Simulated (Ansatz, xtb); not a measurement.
Two isomers of C3H3F3S

Structure I is `F[C@@H]1CC(F)(F)S1`, a singlet and structure II is `C=CSC(F)(F)F`, a singlet. Both are isolated molecules in the gas phase, relaxed with r2SCAN-D4/def2-SVP; the shapes shown needn't be the lowest conformers.

I (Å):

```yaml
atoms:
  - { symbol: C, position_ang: [-0.1365, 1.3524, -0.2169] }
  - { symbol: C, position_ang: [-0.9999, 0.3838, 0.5984] }
  - { symbol: C, position_ang: [-0.1334, 0.3963, 1.8529] }
  - { symbol: F, position_ang: [-0.8226, 2.4563, -0.6318] }
  - { symbol: F, position_ang: [-0.7718, 0.7515, 2.9838] }
  - { symbol: F, position_ang: [0.4668, -0.7847, 2.1112] }
  - { symbol: S, position_ang: [1.0211, 1.6724, 1.1884] }
  - { symbol: H, position_ang: [0.3823, 0.9281, -1.0911] }
  - { symbol: H, position_ang: [-1.1241, -0.6219, 0.1698] }
  - { symbol: H, position_ang: [-1.9841, 0.8337, 0.7947] }
```

II (Å):

```xyz
10

C    -0.9191   -1.5942    0.5626
C    -0.9338   -2.0211    1.8303
C    -0.2574   -1.9104    4.4512
F    -0.7752   -3.1400    4.5861
F    -0.3614   -1.2777    5.6193
F     1.0384   -2.0663    4.1641
S    -1.1387   -0.9269    3.1997
H    -0.8796   -2.3186   -0.2551
H    -0.9612   -0.5322    0.3034
H    -0.8971   -3.0860    2.0877
```

Q: Which of the two would you expect CCSD(T)/def2-SVP + ΔMP2/def2-TZVPP electronic energies to favour?

A: Not settled: CCSD(T)/def2-SVP + ΔMP2/def2-TZVPP gives E(II) − E(I) = +1.73 kcal/mol, but this leans on the basis-set step: CCSD(T) alone gives −1.32 kcal/mol.

How the difference moves with the method:

| level | geometry | E(II) − E(I) (kcal/mol) | departure from the last row (kcal/mol) | job, with rough time for the two |
| --- | --- | --- | --- | --- |
| GFN2-xTB | GFN2-xTB | +16.33 | +14.59 | optimisation, 0.17 s |
| HF/STO-3G | GFN2-xTB | +23.68 | +21.95 | single point, 0.64 s |
| r2SCAN-D4/def2-SVP//GFN2-xTB | GFN2-xTB | +1.95 | +0.22 | single point, 3.1 s |
| r2SCAN-D4/def2-SVP | r2SCAN-D4/def2-SVP | +1.04 | −0.70 | optimisation, 45 s |
| HF/def2-SVP | r2SCAN-D4/def2-SVP | −2.64 | −4.37 | part of the CCSD(T) run |
| MP2/def2-SVP | r2SCAN-D4/def2-SVP | −0.35 | −2.08 | part of the CCSD(T) run |
| CCSD(T)/def2-SVP | r2SCAN-D4/def2-SVP | −1.32 | −3.05 | single point |
| CCSD(T)/def2-SVP + ΔMP2/def2-TZVPP | r2SCAN-D4/def2-SVP | +1.73 |  | single point, 48 s |

As drawn, II has 1 C=C in place of 2 C–C. Structure I has a 4-membered ring, II no ring.

HF/def2-SVP, CCSD(T)/def2-SVP put the two in the other order. MP2/def2-SVP finds them nearly level. The largest departure from CCSD(T)/def2-SVP + ΔMP2/def2-TZVPP is that of HF/STO-3G, 21.95 kcal/mol. The last row adds to CCSD(T) the change of the MP2 difference between the two basis sets, here +3.05 kcal/mol, a large step that makes the value less sure.

With thermal terms from frequencies at re-optimised GFN2-xTB minima (ideal gas, soft modes damped towards free rotors, one conformer each, 298.15 K, 1 atm): the zero-point term adds −1.83 kcal/mol; ΔH is +0.70 and ΔG −1.18 kcal/mol.

The correlated steps freeze 11 core orbitals. Mirror images aren't counted in ΔG. Programs: Ansatz 0.2.0, xtb 6.7.1; the last row on 2 threads of Intel(R) Xeon(R) Platinum 8488C (Sapphire Rapids) on a shared host.
